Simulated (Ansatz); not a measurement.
Geometry optimisation, RKS PBE/6-31G* in Ansatz.

Input:

```yaml
crystal:
  periodic: [false, false, false]
  atoms:
    - { symbol: Al, position_ang: [-0.17769, 2.07272, -0.21687] }
    - { symbol: C, position_ang: [0.80567, 0.51154, 0.58087] }
    - { symbol: "N", position_ang: [0.74861, -0.74595, 0.58756] }
    - { symbol: Si, position_ang: [-0.32563, -1.84447, -0.18743] }
    - { symbol: H, position_ang: [0.33676, 3.40791, 0.38973] }
    - { symbol: H, position_ang: [-1.29808, 2.11063, -1.29245] }
    - { symbol: H, position_ang: [1.62635, 0.9387, 1.21856] }
    - { symbol: H, position_ang: [-0.85755, -2.62077, 0.93145] }
    - { symbol: H, position_ang: [-1.41054, -1.20924, -0.95202] }
    - { symbol: H, position_ang: [0.55211, -2.62108, -1.05941] }
basis:
  gaussian: { orbitals: "6-31G*" }
hamiltonian:
  xc: pbe
relax:
  f_tol: 0.02
  max_steps: 40
scf:
  lower_state_search: "off"
```

Command:

```bash
$ ansatz run input.yaml --threads 1 --pin off --max-ram 2048MiB --backend cpu --events-out ev --progress --plain --runs-dir out
```

Question: Where does it end, and by what steps?

Answer: The forces met the threshold. After 22 steps the energy has fallen by 0.451 eV; H5 moved furthest, 2.04 Å.

```json
{"step": "0", "energy less start (eV)": "0.0000", "largest force component (eV/Å)": "1.701", "accepted": "yes"}
{"step": "1", "energy less start (eV)": "-0.1585", "largest force component (eV/Å)": "0.456", "accepted": "yes"}
{"step": "2", "energy less start (eV)": "-0.1702", "largest force component (eV/Å)": "0.436", "accepted": "yes"}
{"step": "3", "energy less start (eV)": "-0.1867", "largest force component (eV/Å)": "0.246", "accepted": "yes"}
{"step": "4", "energy less start (eV)": "-0.1961", "largest force component (eV/Å)": "0.092", "accepted": "yes"}
{"step": "5", "energy less start (eV)": "-0.1981", "largest force component (eV/Å)": "0.052", "accepted": "yes"}
{"step": "6", "energy less start (eV)": "-0.1995", "largest force component (eV/Å)": "0.032", "accepted": "yes"}
{"step": "7", "energy less start (eV)": "-0.2041", "largest force component (eV/Å)": "0.087", "accepted": "yes"}
{"step": "8", "energy less start (eV)": "-0.2054", "largest force component (eV/Å)": "0.300", "accepted": "yes"}
{"step": "9", "energy less start (eV)": "-0.2152", "largest force component (eV/Å)": "0.166", "accepted": "yes"}
{"step": "10", "energy less start (eV)": "-0.2283", "largest force component (eV/Å)": "0.172", "accepted": "yes"}
{"step": "11", "energy less start (eV)": "-0.2453", "largest force component (eV/Å)": "0.178", "accepted": "yes"}
{"step": "12", "energy less start (eV)": "-0.2735", "largest force component (eV/Å)": "0.268", "accepted": "yes"}
{"step": "13", "energy less start (eV)": "-0.3056", "largest force component (eV/Å)": "0.273", "accepted": "yes"}
{"step": "14", "energy less start (eV)": "-0.3499", "largest force component (eV/Å)": "0.274", "accepted": "yes"}
{"step": "15", "energy less start (eV)": "-0.4028", "largest force component (eV/Å)": "0.254", "accepted": "yes"}
{"step": "16", "energy less start (eV)": "-0.4346", "largest force component (eV/Å)": "0.342", "accepted": "yes"}
{"step": "17", "energy less start (eV)": "-0.4432", "largest force component (eV/Å)": "0.211", "accepted": "yes"}
{"step": "18", "energy less start (eV)": "-0.4485", "largest force component (eV/Å)": "0.091", "accepted": "yes"}
{"step": "19", "energy less start (eV)": "-0.4504", "largest force component (eV/Å)": "0.059", "accepted": "yes"}
{"step": "20", "energy less start (eV)": "-0.4509", "largest force component (eV/Å)": "0.078", "accepted": "yes"}
{"step": "21", "energy less start (eV)": "-0.4506", "largest force component (eV/Å)": "0.192", "accepted": "no"}
{"step": "22", "energy less start (eV)": "-0.4512", "largest force component (eV/Å)": "0.014", "accepted": "yes"}
```

```xyz
10
Properties=species:S:1:pos:R:3
Al -0.272 1.552 -0.300
C 1.236 0.457 0.527
N 1.165 -0.839 0.637
Si -0.334 -1.498 0.011
H -1.332 2.267 0.676
H -0.162 1.976 -1.848
H 2.179 0.905 0.917
H -1.184 -2.159 1.050
H -1.147 -0.261 -0.503
H -0.149 -2.401 -1.167
```

The run took 56 s on 1 thread of Arm Neoverse V1, with other jobs on the host, peak memory 0.14 GiB.
